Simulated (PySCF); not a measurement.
CH₈Ge₂, SMILES [GeH3][CH2][GeH3]. Heavy atoms are numbered as in [GeH3:1][CH2:2][GeH3:3]. Hydrogens are named by the atom that carries them.

Geometry: PBE0-D3(BJ)/def2-SVP.

Level of theory: B3LYP/pcSseg-1 in PySCF.

GIAO shieldings, no solvent; atoms alike by connectivity are averaged. δ = σ(ref) − σ: ⁷³Ge against GeH4 (σ = 1631.8 ppm); ¹³C against TMS (σ = 181.3 ppm); ¹H against TMS (σ = 31.68 ppm), references at their B3LYP-D3(BJ)/def2-TZVP geometries, non-relativistic.

Computed chemical shifts:
| nucleus | atoms | count | δ (ppm) |
|---|---|---|---|
| ⁷³Ge | Ge1 (GeH3) | 2 | 122.8 |
| ¹³C | C2 (CH2) | 1 | -9.6 |
| ¹H | H on Ge1 | 6 | 4.21 |
| ¹H | H on C2 | 2 | 0.32 |
